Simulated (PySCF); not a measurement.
fluoromethyl(silyloxy)silane (CH7FOSi2), SMILES FC[SiH2]O[SiH3].

Geometry: B3LYP-D3(BJ)/def2-SVP. One conformer was computed; it need not be the lowest.

These are B3LYP-D3(BJ)/def2-SVP in PySCF values and carry that method's errors.

Frequencies are harmonic and unscaled.

```tsv
mode	ν (cm⁻¹)	IR (km/mol)	Raman (Å⁴/amu)	depolarisation	moving atoms (share of kinetic energy)
1	22	0.1	0.0	–	O 45 %, Si 21 %, H 17 %, F 16 %
2	50	0.1	0.0	–	H 90 %
3	59	0.2	0.2	0.61	Si 37 %, O 29 %, F 17 %, H 15 %
4	95	7.9	0.1	0.75	F 24 %, H 23 %, O 20 %, C 19 %, Si 12 %
5	160	9.3	0.5	0.59	Si 31 %, O 29 %, F 15 %, H 15 %, C 11 %
6	275	2.7	3.3	0.40	F 53 %, Si 20 %, C 17 %
7	497	13.2	2.0	0.75	H 94 %
8	605	5.1	13.4	0.27	Si 69 %, O 16 %, H 14 %
9	710	1.0	23.9	0.75	H 91 %, Si 9 %
10	719	2.1	8.5	0.20	C 48 %, Si 29 %, H 22 %
11	743	61.1	14.3	0.62	H 80 %, Si 10 %, O 9 %
12	751	92.0	0.2	0.74	H 80 %, O 13 %
13	865	29.4	7.0	0.75	H 69 %, C 24 %
14	900	493.1	6.1	0.73	H 84 %, Si 12 %
15	958	84.6	24.3	0.75	H 96 %
16	959	56.6	18.2	0.75	H 95 %
17	968	273.4	21.8	0.74	H 90 %
18	1012	217.9	17.2	0.75	H 85 %, Si 13 %
19	1059	55.9	5.0	0.72	C 49 %, F 40 %, H 11 %
20	1110	425.2	2.0	0.74	O 75 %, Si 16 %, H 9 %
21	1227	3.6	10.3	0.75	H 91 %
22	1311	0.3	2.1	0.08	H 73 %, C 25 %
23	1457	3.5	12.9	0.74	H 93 %
24	2220	84.8	58.8	0.71	H 96 %
25	2221	62.9	55.7	0.23	H 98 %
26	2232	213.3	92.1	0.66	H 96 %
27	2233	163.0	244.5	0.07	H 97 %
28	2245	93.3	177.4	0.16	H 97 %
29	3022	19.2	117.9	0.10	H 95 %
30	3077	19.5	81.9	0.75	H 90 %, C 10 %
```
